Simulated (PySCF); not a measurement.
Here is a computed GFN2-xTB geometry (Å):
```
atom  x, y, z in Å
C1    -0.4066   -1.2134   -1.4194
Si2   -0.0012   -0.0007   -0.0018
C3     0.0081    1.7855   -0.6754
C4    -1.3198   -0.1549    1.3703
C5     1.7161   -0.4155    0.7216
H6    -1.3797   -1.0036   -1.8532
H7    -0.4187   -2.2416   -1.0702
H8     0.3270   -1.1480   -2.2173
H9     0.2425    2.5019    0.1064
H10   -0.9581    2.0579   -1.0892
H11    0.7465    1.9077   -1.4621
H12   -2.3121    0.0753    0.9941
H13   -1.3509   -1.1605    1.7791
H14   -1.1170    0.5258    2.1917
H15    1.7463   -1.4264    1.1171
H16    2.4931   -0.3368   -0.0328
H17    1.9775    0.2592    1.5312
```

Charge 0, singlet.

Which heavy atoms are bonded, and with what formal order?

C1–Si2 1.91 Å (single); Si2–C3 1.91 Å (single); Si2–C4 1.91 Å (single); Si2–C5 1.91 Å (single). Bonds to hydrogen (Å): C1–H6 1.09; C1–H7 1.09; C1–H8 1.09; C3–H9 1.09; C3–H10 1.09; C3–H11 1.09; C4–H12 1.09; C4–H13 1.09; C4–H14 1.09; C5–H15 1.09; C5–H16 1.09; C5–H17 1.09.

Give the structure as a SMILES string.

`C[Si](C)(C)C`, C4H12Si, TMS.

What is the point group of this geometry?

Td (tolerance 0.08 Å).

Classify the heavy atoms.

C1/C3/C4/C5: Si-methyl carbon; Si2: four-coordinate silicon.

What is the arrangement about Si2?

It has 4 neighbours (C1, C3, C4, C5) and is tetrahedral (angles from 109.4° to 109.6°).

What is the arrangement about C1?

It has 4 neighbours (Si2, H6, H7, H8) and is tetrahedral (angles from 107.5° to 111.4°).
